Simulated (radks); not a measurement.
Question: The bismuth anion Bi3-, [Rn], held by a Watson sphere: a shell of charge +3 at radius R that stands for the Madelung well of a crystal (potential energy -3/R inside, -3/r outside, in hartree with lengths in bohr). All-electron calculation, scalar-relativistic Kohn-Sham, LDA (Slater exchange, Perdew-Wang correlation), spin-polarised, spherical densities, finite nucleus; Fermi nuclear charge, rms radius of each element as measured or else 0.836 A^(1/3) + 0.57 fm. Program: a radial shooting solver on a logarithmic mesh with Libxc functionals. Response by self-consistent Sternheimer equations with the Hartree and adiabatic LDA kernel, the relativistic mass of each level held fixed and spin-orbit coupling left out. The sphere does not respond.

| R (bohr) | e(5d) (eV) | e(6s) (eV) | e(6p) (eV) | <r> 6p (bohr) | sum of <r^2> (bohr^2) | X-ray form factor at sin(theta)/lambda = 0.2 1/angstrom | alpha (bohr^3) |
|---|---|---|---|---|---|---|---|
| 2.65 | -27.392 | -16.592 | -6.894 | 2.891 | 101.1 | 70.050 | 56.53 |
| 2.8 | -26.908 | -16.108 | -6.674 | 2.950 | 103.7 | 70.006 | 61.58 |
| 5 | -24.142 | -12.230 | -3.790 | 3.813 | 147.7 | 70.031 | 230.4 |
| 5.32 | -23.988 | -11.985 | -3.501 | 3.928 | 154.9 | 70.057 | 275.3 |
| 5.51 | -23.908 | -11.859 | -3.343 | 3.996 | 159.3 | 70.070 | 305.5 |
| 6.53 | -23.575 | -11.365 | -2.652 | 4.346 | 184.4 | 70.111 | 521.6 |

Estimate the row for R = 5.42 bohr.

Answer: e(5d) (eV) -23.945; e(6s) (eV) -11.917; e(6p) (eV) -3.416; <r> 6p (bohr) 3.964; sum of <r^2> (bohr^2) 157.2; X-ray form factor at sin(theta)/lambda = 0.2 1/angstrom 70.064; alpha (bohr^3) 290.9.
